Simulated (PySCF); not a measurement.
Job for PySCF: R-B3LYP/LANL2DZ on Si2H6 (SMILES [SiH3][SiH3]), a point of a torsion scan.

```python
from pyscf import gto, scf, dft, mp
from pyscf.data.elements import chemcore

mol = gto.M(
    atom='''
    Si   -1.14960767    0.08658221   -0.01268543
    Si    1.15306417   -0.03712072   -0.00759366
    H    -1.75490710   -0.73830611   -1.06254686
    H    -1.63915375    1.45110474   -0.23020820
    H    -1.73977331   -0.36329992    1.25156615
    H     1.78248759    1.16517925   -0.56205225
    H     1.65774011   -1.16512812   -0.79612295
    H     1.70369489   -0.20171429    1.34099778
    ''',
    basis='lanl2dz',
    ecp={'Si': 'lanl2dz'},
    charge=0, spin=0, verbose=3, max_memory=1800)
mf = dft.RKS(mol, xc='b3lyp')
mf.conv_tol = 1e-8
mf.max_cycle = 100
mf.kernel()
if not mf.converged:
    mf = mf.newton().run(mf.mo_coeff, mf.mo_occ)
```

Task: What total energy does the run end on?

Result: -11.3445 hartree.
